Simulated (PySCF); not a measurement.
Delta-SCF ions had no search for a lower state. Excitations are Tamm–Dancoff values on a coarser integration grid. The basis has no diffuse functions, so Rydberg states are missing or too high.

CH3AlI2, SMILES `[CH3][Al]([I])[I]` (charge 0, multiplicity 1)

Method: ωB97X-D3(BJ)/def2-TZVP // PBE0-D3(BJ)/def2-TZVP in PySCF.

HOMO: -9.87 eV
dipole moment: 1.71 D
HOMO–LUMO gap: 10.27 eV
LUMO: 0.40 eV
S1 excitation (TDA): 5.47 eV
S1 oscillator strength: 0.000
T1 excitation (TDA): 5.36 eV
S1–T1 gap (TDA): 0.11 eV
vertical ionisation energy (Delta-SCF): 9.85 eV
total energy: -878.1512 Ha
cost: roughly 4 core-minutes

```xyz
7

C     -1.0275    -0.0906    -0.0130
Al     0.9003     0.0626     0.0259
I      1.9976     2.2720    -0.0789
I      2.3660    -1.9196     0.1523
H     -1.4027     0.2063    -0.9970
H     -1.4786     0.5812     0.7220
H     -1.3551    -1.1119     0.1887
```
Charge 0, spin multiplicity 1.
